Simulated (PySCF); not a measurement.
PySCF was given this input:
```python
from pyscf import gto, scf, dft

mol = gto.M(
    atom='''
O    -0.59065691   -0.01900468    0.25930853
O     0.59065691    0.01900468   -0.25930853
H    -1.28947104   -0.03417302   -0.46351846
H     1.28947104    0.03417302    0.46351846
''',
    basis='def2-svp',
    charge=1,
    spin=1,
    verbose=4,
    symmetry=True,
)

mf = dft.UKS(mol)
mf.xc = 'b3lyp'
mf.kernel()
mf.analyze()
```

Question: What is the computed total energy (PySCF with B3LYP/def2-SVP)?

Answer: -151.0464 Eh

Question: Predict the number of basis functions from B3LYP/def2-SVP.

Answer: 38

Question: What is the computed nuclear repulsion energy (B3LYP/def2-SVP)?

Answer: 39.3282 Eh

These values belong to the state on which the SCF converged, which isn't shown to be the lowest.
